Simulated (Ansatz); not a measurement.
CH3FIOSi (`CO[Si](F)I`) radical, relaxed with UKS PBE-D4/def2-SVP in the Gaussian-basis code of Ansatz from a rough embedded geometry. The force threshold is 0.03 eV/Å; the program also tests the step.

Total charge 0; spin multiplicity 2. I takes the def2 core potential.

Start:

```xyz
8

C    -0.795   -0.223    0.783
O     0.566    0.098    0.809
Si    1.449   -0.058   -0.601
F     0.834   -1.175   -1.483
I     1.459    2.067   -1.780
H    -1.243    0.026    1.733
H    -0.984   -1.226    0.503
H    -1.286    0.491    0.037
```

| step | energy (eV) | largest force (eV/Å) | largest move (Å) |
| --- | --- | --- | --- |
| 1 | -21812.6829 | 2.507 | 0.000 |
| 2 | -21812.9427 | 1.374 | 0.118 |
| 3 | -21812.9838 | 0.508 | 0.194 |
| 4 | -21813.0162 | 0.454 | 0.151 |
| 5 | -21813.0259 | 0.292 | 0.028 |
| 6 | -21813.0304 | 0.166 | 0.042 |
| 7 | -21813.0328 | 0.107 | 0.027 |
| 8 | -21813.0350 | 0.119 | 0.052 |
| 9 | -21813.0360 | 0.101 | 0.020 |
| 10 | -21813.0371 | 0.248 | 0.172 |
| 11 | -21813.0401 | 0.065 | 0.060 |
| 12 | -21813.0411 | 0.140 | 0.084 |
| 13 | -21813.0412 | 0.196 | 0.072 |
| 14 | -21813.0435 | 0.073 | 0.015 |
| 15 | -21813.0444 | 0.086 | 0.042 |
| 16 | -21813.0453 | 0.035 | 0.040 |
| 17 | -21813.0456 | 0.047 | 0.025 |
| 18 | -21813.0460 | 0.061 | 0.036 |
| 19 | -21813.0464 | 0.055 | 0.025 |
| 20 | -21813.0469 | 0.050 | 0.042 |
| 21 | -21813.0470 | 0.057 | 0.037 |
| 22 (rejected) | -21813.0469 | 0.082 | 0.056 |
| 23 | -21813.0473 | 0.060 | 0.027 |
| 24 | -21813.0475 | 0.048 | 0.016 |
| 25 | -21813.0476 | 0.033 | 0.018 |
| 26 | -21813.0478 | 0.018 | 0.023 |

End:

```xyz
8

C    -0.925   -0.190    0.803
O     0.293    0.501    0.536
Si    1.501    0.066   -0.520
F     0.956   -1.241   -1.365
I     1.948    1.948   -2.100
H    -0.974   -0.449    1.881
H    -1.022   -1.117    0.201
H    -1.777    0.481    0.564
```

It took 64 s on 2 threads of an AMD EPYC 7R13 on a shared host, with 0.22 GiB of host memory at the peak.
